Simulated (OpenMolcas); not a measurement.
## Potential curves of HfO: spin-free states

Computed with OpenMolcas 26.06: state-averaged CASSCF(8,9) over Hf 6s 5d, O 2p, XMS-CASPT2 (IPEA 0.25, imaginary shift 0.2 hartree), scalar X2C, ANO-RCC-VDZP, then RASSI spin–orbit state interaction with atomic mean-field integrals. C2 symmetry about the axis (a holds Σ, Δ, Γ; b holds Π, Φ, H; Σ⁺ and Σ⁻ are not told apart); roots by multiplicity and irrep: 1a 3, 3a 2.

XMS-CASPT2 energies in eV from the lowest point. Curves are followed by energy order within each symmetry, so they are adiabatic and may change character at avoided crossings; Σ⁺ and Σ⁻ are counted together.

```csv
R (Å),(1)1Σ,(1)3Δ,(1)1Δ
1.546,0.986,2.299,3.332
1.615,0.252,1.497,2.566
1.667,0.020,1.210,2.296
1.718,0.000,1.142,2.262
1.778,0.156,1.267,2.360
1.838,0.421,1.512,2.558
1.924,0.911,1.955,2.963
2.062,1.866,2.810,3.783
2.319,3.767,4.550,5.421
```

(1) With masses 179.947 and 15.995 u, fit the curves (1)1Σ, (1)3Δ near their minima.

Only roots inside an energy window near the equilibrium distance were included, so the list of states is not complete; labels number the states computed. Each spin and symmetry block has orbitals of its own, averaged over its own roots, so gaps between blocks are less sure than gaps within one and near the minimum can be off by tenths of an eV, in bad cases by more. No Rydberg orbitals are active, so Rydberg states, and σ→σ* states whose orbital the CASSCF left unused, can be missing between those listed. CASPT2 splits the two components of degenerate states numerically, here by up to 18 cm⁻¹. No roots were computed in blocks 1b, 3b (none fell in the window or the block failed), so states of that kind are missing and can lie low or lowest. For d and f metals this valence active space lacks a second d shell: the order of states is not reliable within half an eV or more, and the lowest computed state need not be the true ground state.

Results:

(1) At XMS-CASPT2, Te from the lowest curve (the fit fixes ωe to a per cent or two; the method's Re and ωe can be off by some per cent):

```csv
curve,Te (cm⁻¹),Re (Å),ωe (cm⁻¹)
(1)1Σ,0,1.697,1087.4
(1)3Δ,9310,1.710,1091.3
```
